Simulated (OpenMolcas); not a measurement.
**Levels of Cl+ by method**

```
Program             : OpenMolcas 26.06
Basis               : ANO-RCC-VTZP [5s4p2d1f]
Scalar Hamiltonian  : DKH2, point nucleus
Active space        : 4 electrons in 3 orbitals (3p)
State averaging     : 2S+1 = 3 even, 3 roots; 2S+1 = 1 even, 6 roots
Spin-orbit coupling : RASSI with atomic mean-field integrals over the reference wave functions, term energies averaged over their components
```

Methods on the same reference wave functions:
A. CASSCF
B. SS-CASPT2, IPEA 0.25 Eh, imaginary shift 0.1 Eh (closed shells correlated: 2s 2p 3s)
C. XMS-CASPT2, IPEA 0.25 Eh, imaginary shift 0.1 Eh (closed shells correlated: 2s 2p 3s)

Energies in cm⁻¹ above 3s² 3p⁴ ³P₂, the measured ground level; measured values from NIST Handbook of Basic Atomic Spectroscopic Data.

```
      Level      A      B      C  Measured
3s² 3p⁴ ³P₂    0.0    0.0    0.0       0.0
3s² 3p⁴ ³P₁    648    650    650       696
3s² 3p⁴ ³P₀    941    939    939       996
3s² 3p⁴ ¹D₂  14425  12140  12230     11654
3s² 3p⁴ ¹S₀  35442  29650  29350     27878
```

Deviations, from unrounded energies. A percentage is the sum of absolute deviations over the sum of measured energies, with the sign that they share, or ± where signs differ.

```tsv
Against measurement	Levels	A	B	C
mean absolute deviation (cm-1)	4	2600	590	540
fine structure of the ground term (%)	2	-6.1	-6.1	-6.1
other terms of the ground configuration (%)	2	+26.1	+5.7	+5.2
```

C lies closest to measurement on these levels and A furthest from it. The largest miss of C in the table is 3s² 3p⁴ ¹S₀, by +1500 cm-1. The ranking rests on the paired levels alone, and a cruder setting can come out closer through cancelling errors.

Between B and C the level of the table that moves most is 3s² 3p⁴ ¹S₀, by 300 cm-1 (lowest in C, highest in B). Moves below CASPT2's spread within the term are not significant.

The mean deviations of B to C differ by less than CASPT2's widest spread within a term (1500 cm-1), so their order carries little weight.

From A to B the spin-free energies of the other terms of 3s² 3p⁴ shown, above ³P, scale by factors of 0.83 to 0.84.

The lowest spin-free term lies below A's lowest term by 0.154 hartree in B, 0.159 hartree in C.

Term energies are means over components that CASPT2 splits; among the terms shown or strongly mixed into the levels shown the widest spread is 1500 cm-1 (3s² 3p⁴ ¹D, C). With the s shell closed, the reference lacks s² → p² mixing. Without dynamic correlation excited terms often stand tens of per cent too high (terms of higher spin than the ground term too low), and those without a measured partner can miss by more than the paired ones (holds for A). Computed and measured levels are paired by configuration, term and J; levels that our copy of the source lacks, or whose pairing is in doubt (as where it misses far off the trend of its configuration), stay unpaired and out of the deviations. Levels of configurations outside the active space are missing.
